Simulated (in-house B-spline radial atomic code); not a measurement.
## Binding energies in Sn²⁺

NIST's tabulated ground configuration is [Kr] 4d10 5s2; each binding energy is the energy of the ion with one electron taken from that subshell, relaxed, less that of the parent. Method: Dirac-Hartree-Fock, average of configuration, Fermi nucleus of rms radius 4.6519 fm. Calculated with a radial B-spline atomic code at the basis-set limit. Energies include first-order Breit, QED and recoil terms.

| subshell | X-ray name | binding energy (eV) | -ε (eV) | relaxation (eV) |
| --- | --- | --- | --- | --- |
| 1s | K | 29226.8 | 29387.5 | 64.7 |
| 2s | L1 | 4499 | 4543.2 | 34.4 |
| 2p1/2 | L2 | 4184.7 | 4232.1 | 37.8 |
| 2p3/2 | L3 | 3957.2 | 4000.4 | 36.6 |
| 3s | M1 | 914.9 | 930.8 | 14.3 |
| 3p1/2 | M2 | 787 | 803.2 | 14.7 |
| 3p3/2 | M3 | 744.5 | 759.6 | 14.3 |
| 3d3/2 | M4 | 520.8 | 536.8 | 15.7 |
| 3d5/2 | M5 | 512.3 | 527.9 | 15.5 |
| 4s | N1 | 173.3 | 177.6 | 4.0 |
| 4p1/2 | N2 | 129.1 | 133.0 | 3.7 |
| 4p3/2 | N3 | 121.5 | 125.1 | 3.5 |
| 4d3/2 | N4 | 51.01 | 53.64 | 2.64 |
| 4d5/2 | N5 | 49.99 | 52.50 | 2.56 |
| 5s | O1 | 28.52 | 28.79 | 0.24 |

Relaxation = -ε minus the binding energy without Breit, QED and recoil terms.

Emission lines follow as differences of binding energies, with λ = 12398.42 eV·Å / E:

```
 line          holes  energy (eV)  wavelength (Å)
 K-L3     1s → 2p3/2      25269.6         0.49065
 K-L2     1s → 2p1/2      25042.1          0.4951
 K-M3     1s → 3p3/2      28482.3          0.4353
L3-M5  2p3/2 → 3d5/2       3444.9          3.5991
L2-M4  2p1/2 → 3d3/2       3663.9          3.3839
L1-M3     2s → 3p3/2       3754.5          3.3023
L3-M1     2p3/2 → 3s       3042.3          4.0753
L2-N4  2p1/2 → 4d3/2       4133.7          2.9994
```

Task: What screening constant σ does Moseley's law, E = (3/4)·13.6057 eV·(Z - σ)², need for K-L3?

Result: σ = 0.24.

Moseley's non-relativistic formula needs a falling, then negative, screening constant for heavy elements, because relativity binds the 1s electron more strongly than the formula allows.

Task: What does it cost to remove both a 1s and a 3d5/2 electron?

Result: 29797 eV, which is 57.54 eV more than the two single binding energies together.

Task: What does it cost to remove both a 3d5/2 and a 4p1/2 electron?

Result: 665.18 eV, which is 23.79 eV more than the two single binding energies together.

Task: What does it cost to remove two 3d5/2 electrons?

Result: 1071.2 eV, which is 46.58 eV more than the two single binding energies together.
